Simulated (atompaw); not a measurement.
**Pseudopotential generation for hafnium: PAW (atompaw), PBE, scalar-relativistic.**

atompaw 4.2.0.5 input, output lines left out:

```
Hf 72
GGA-PBE scalarrelativistic loggrid 2001 logderivrange -5 5 251
6 6 5 4 0 0
6 0 1
6 1 0
5 2 2
0 0 0
c
c
c
c
c
v
c
c
c
v
v
c
c
v
c
2
2.45 2.15 2.05 1.50
y
1.15
n
n
y
2.45
n
custom polynom vanderbiltortho sinc
bessel
2.35
2.45
1.78
2.45
2.45
2.10
```

Poles of the logarithmic derivatives, all-electron (AE) and pseudo (PS). s: poles at 3.0 (AE) and 3.1 (PS) Ry. p: poles at -2.9, 4.9 (AE) and -2.9, 4.8 (PS) Ry. d: poles at 0.4 (AE) and 0.4 (PS) Ry. Test radius 2.46 bohr.

- Cutoffs needed: 25 Ry and 40 Ry (the cutoffs (Ry, on a coarse ladder) from which the occupation-weighted sum of valence levels, in a spherical-Bessel basis at the reference potential, stays within 10 and 1 mRy of its value at 400 Ry)
- Ghost test: ghost state, extra bound levels that the all-electron valence spectrum of the same l lacks: s at -7.7 eV; a true bound ghost makes a file unfit for plane-wave use (spherical-Bessel basis up to 400 Ry, 20 bohr box)
- Lowest eigenvalue of the overlap operator: 0.17 (s channel)
- Overlap eigenvalues printed by atompaw (projector basis): 0.484, 0.653, 2.38, 5.69, 11.3, 369
- Share of each valence orbital outside the PAW sphere: 6s 75 %, 5p 3 %, 6p 92 %, 5d 35 %
